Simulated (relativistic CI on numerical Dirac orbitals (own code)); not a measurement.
# Slater and spin-orbit integrals, In XVI

Computed by Dirac-Coulomb-Breit CI, KLI orbitals optimised for each configuration, QED by a radiative potential, unscaled Slater integrals (own radial code, finite nucleus).

Slater integrals F^k, G^k are unscaled and averaged over j, outside the closed core [Ar] 3d10; ζ comes from projecting the Hamiltonian with its Breit term on Σ l·s of the shell.

- 4s2 4p4: F^2(4p,4p) = 129560, ζ(4p) = 47655 cm⁻¹; <r>(4p) = 0.8036, <r^2>(4p) = 0.7283 (bohr units).
- 4s 4p5: G^1(4s,4p) = 170650, ζ(4p) = 47567 cm⁻¹; <r>(4s) = 0.7711, <r^2>(4s) = 0.6671, <r>(4p) = 0.8038, <r^2>(4p) = 0.7288 (bohr units).
- 4s2 4p3 4d: F^2(4p,4p) = 129600, ζ(4p) = 47882, F^2(4p,4d) = 123420, G^1(4p,4d) = 156230, G^3(4p,4d) = 98948, ζ(4d) = 5089.4 cm⁻¹; <r>(4p) = 0.8032, <r^2>(4p) = 0.7276, <r>(4d) = 0.853, <r^2>(4d) = 0.8295 (bohr units).

Averages of the first 10 configurations, taken without configuration mixing, which lowers the lowest level and can move excited configurations by several eV; other configurations of the list can lie among them:

```
Configuration  Parity  States  Average energy above the lowest level (eV)
      4s2 4p4    even      15                                         8.9
       4s 4p5     odd      12                                        61.5
          4p6    even       1                                       119.8
   4s2 4p3 4d     odd     200                                        82.3
    4s 4p4 4d    even     300                                       132.3
   4s2 4p3 4f    even     280                                       159.6
    4s 4p4 4f     odd     420                                       209.9
       4p5 4d     odd      60                                       188.2
   4s 4p3 4d2     odd    1800                                       204.8
   4s2 4p3 5s     odd      40                                       173.0
```
